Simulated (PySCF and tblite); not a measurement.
Results of a calculation; reference values are marked as such.
5 constitutional isomers of C5H7BrSi:

| isomer | SMILES |
| --- | --- |
| A | [Br:1][C:2]1=[CH:3][SiH2:4][CH2:5][CH:6]=[CH:7]1 |
| B | [CH3:1][C:2]1=[C:3]([Br:4])[CH:5]=[CH:6][SiH2:7]1 |
| C | [CH3:1][C:2]#[C:3][Si@H:4]1[CH2:5][C@@H:6]1[Br:7] |
| D | [Br:1][C:2]1=[CH:3][CH2:4][CH:5]=[CH:6][SiH2:7]1 |
| E | [CH3:1][C:2]1=[CH:3][SiH2:4][C:5]([Br:6])=[CH:7]1 |

Protocol: conformer search, at most 3 conformers an isomer, GFN2-xTB geometries, energies PBE0/def2-SVP (IEF-PCM, chloroform) (D3(BJ) added where defined), weights at 298.15 K with GFN2-xTB thermal terms. Programs: PySCF with density fitting and tblite.

Rank the isomers by free energy at 298.15 K.


| isomer | ΔG (kcal/mol) | ΔE, lowest conformer | conformers | largest weight % | rms dipole (D) |
| --- | --- | --- | --- | --- | --- |
| A | 0.0 | 0.0 | 1 | 100 | 2.83 |
| D | 2.0 | 1.5 | 1 | 100 | 3.43 |
| B | 3.6 | 3.8 | 1 | 100 | 2.12 |
| E | 4.3 | 4.4 | 1 | 100 | 2.43 |
| C | 38.5 | 40.1 | 1 | 100 | 4.39 |

ΔG is for one enantiomer.

At least one structure keeps an imaginary mode at the tight-binding level.
